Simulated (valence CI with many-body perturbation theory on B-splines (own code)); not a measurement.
Results of a calculation; reference values are marked as such.
**Ladder of approximations for Cd⁸⁺**

Level of theory: relativistic CI+MBPT: four valence electrons over a frozen Dirac-Fock core [Kr], a basis of 9 s, 9 p, 10 d, 8 f, 5 g, 3 h, 1 i functions for each j, with the one-electron correlation potential Σ1, the two-electron term Σ2, the three-electron term Σ3, Breit, model QED; selected CI, second order for the rest, scaled by the run's own slope (own B-spline code, finite nucleus).

No measured levels were compared; by estimate terms of the open shell hold to 2 to 4 % of their energy, and close levels can change places; different configurations can be misplaced against each other by 1,000 to 8,000 cm⁻¹. Core correlation moves these levels by up to 20000 cm⁻¹, and in measured spectra 5 to 20 % of such shifts remained as error; rates that hang on mixing are uncertain with them. The list stops below the first excitations out of the core. Only levels of the ground parity were solved; by the run's estimate the other parity begins above the list, which can be wrong where configurations are misplaced.

Each rung adds one term. CI alone is the Dirac-Coulomb CI over the frozen core; QED comes last and gives the full result, which names the levels. Energies are above 4d4 5D_0 on the same rung, in cm⁻¹.

Names give the largest LS component (configuration and term), which can be under half, so a name can repeat, a term be missing and a line seem to break the LS rules; names also repeat where a configuration has a term twice. Letters in brackets count levels of one name in rising energy.

| Level | CI alone | Σ1 | Σ2 | Σ3 | Breit | QED | Full |
| --- | --- | --- | --- | --- | --- | --- | --- |
| 4d4 5D_1 | 1703 | +105 | +9.5 | +41 | -114 | +9.9 | 1755 |
| 4d4 5D_2 | 3971 | +212 | +65 | +55 | -229 | +19 | 4093 |
| 4d4 5D_3 | 6425 | +296 | +114 | +51 | -330 | +27 | 6584 |
| 4d4 5D_4 | 8903 | +360 | +179 | +37 | -418 | +32 | 9093 |
| 4d4 3P_0 [a] | 22522 | +145 | +1203 | -549 | -35 | +5.0 | 23290 |
| 4d4 3H_4 | 27066 | +259 | -2358 | -528 | -160 | +10 | 24290 |
| 4d4 3H_5 | 30799 | +436 | -2649 | -431 | -348 | +25 | 27832 |
| 4d4 3G_3 | 30859 | +334 | -1302 | -729 | -198 | +16 | 28980 |
| 4d4 3P_1 [a] | 28526 | +355 | +1156 | -379 | -244 | +23 | 29437 |
| 4d4 3H_6 | 33103 | +511 | -2790 | -389 | -455 | +30 | 30010 |
| 4d4 3F_2 [a] | 31298 | +347 | -319 | -595 | -230 | +20 | 30522 |
| 4d4 3F_4 [a] | 33940 | +524 | -1239 | -575 | -406 | +34 | 32279 |
| 4d4 3G_4 | 38077 | +502 | -1649 | -927 | -402 | +32 | 35633 |
| 4d4 3P_2 [a] | 35519 | +531 | +696 | -574 | -377 | +33 | 35829 |
| 4d4 3F_3 [a] | 37986 | +577 | -1204 | -688 | -452 | +40 | 36259 |
| 4d4 3G_5 | 41170 | +681 | -2042 | -755 | -594 | +47 | 38506 |
| 4d4 3D_3 | 43231 | +456 | -1525 | -1257 | -316 | +27 | 40616 |
| 4d4 1I_6 | 46629 | +689 | -3800 | -658 | -566 | +42 | 42337 |
| 4d4 3D_2 | 43897 | +508 | -457 | -924 | -438 | +39 | 42625 |
| 4d4 3D_1 | 45827 | +582 | -1167 | -1262 | -423 | +40 | 43596 |
| 4d4 1G_4 [a] | 49776 | +801 | -963 | -1306 | -634 | +56 | 47729 |
| 4d4 1S_0 [a] | 51627 | +629 | +1536 | -2311 | -486 | +45 | 51040 |
| 4d4 1D_2 [a] | 54120 | +689 | -479 | -524 | -455 | +42 | 53394 |
| 4d4 1F_3 | 59850 | +637 | -2194 | -1177 | -424 | +37 | 56730 |
| 4d4 3P_2 [b] | 66096 | +566 | -553 | -1341 | -350 | +33 | 64450 |
| 4d4 3F_4 [b] | 68312 | +627 | -821 | -1394 | -427 | +38 | 66335 |
| 4d4 3F_2 [b] | 69675 | +720 | -1329 | -1354 | -464 | +43 | 67292 |
| 4d4 3F_3 [b] | 70705 | +756 | -1206 | -1385 | -502 | +46 | 68414 |
| 4d4 3P_1 [b] | 71512 | +738 | -703 | -1366 | -470 | +47 | 69758 |
| 4d4 3P_0 [b] | 74302 | +825 | -607 | -1479 | -542 | +54 | 72552 |
| 4d4 1G_4 [b] | 78652 | +771 | -2151 | -1508 | -488 | +43 | 75318 |

The middle columns are the shifts that each term adds.

How does the ionisation energy move along the ladder, and which term matters most?

CI alone 148.04, + Σ1 149.83, + Σ2 151.29, + Σ3 151.31, + Breit 151.30, + QED 151.31 eV. The largest step is Σ1, 1.79 eV. NIST lists 150 ± 2.2 eV (theoretical).
